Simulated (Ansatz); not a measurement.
Basis-set extrapolation for CH₇B₂FSi (`B[SiH](B)CF`) (PBE0-D4/def2-TZVP geometry, frozen core, Ansatz). Multiplicity 1, RHF reference.

|  | def2-TZVPP | def2-QZVPP |
| --- | --- | --- |
| HF | -479.688295 | -479.705692 |
| MP2 correlation | -0.737328 | -0.794332 |
| CCSD(T) correlation | -0.826463 | not run |

Energies in hartree. Use E(X) = E(∞) + A·exp(−7.88·√X) for Hartree–Fock and E(X) = E(∞) + B·X^(−2.97) for correlation, with X = 3 and 4, and add CCSD(T) minus MP2 of the smaller set to the MP2 limit.

Q: What is the CCSD(T) energy at the basis-set limit?

A: HF limit: -479.705692 + (-0.017397) × 0.13774 = -479.70809. MP2 limit: -0.794332 + (-0.057004) × 0.74074 = -0.83656. Higher-order term: -0.826463 − (-0.737328) = -0.08913. Total: -480.63378 hartree, 312.5 kJ/mol below CCSD(T)/def2-TZVPP.
